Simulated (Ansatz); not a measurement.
`[F][In]([Br])[Br]`, charge 0, multiplicity 1.

(1) Give a relaxed structure at PBE0-D4/def2-TZVP (Ansatz 0.2.0). (An estimate is asked.)

Results:

(1) The calculation gave: 
Z-matrix (Å, degrees):
```
In
F 1 1.930
Br 1 2.426 2 117.1
Br 1 2.426 2 117.1 3 180.0
```
Point group C2v.
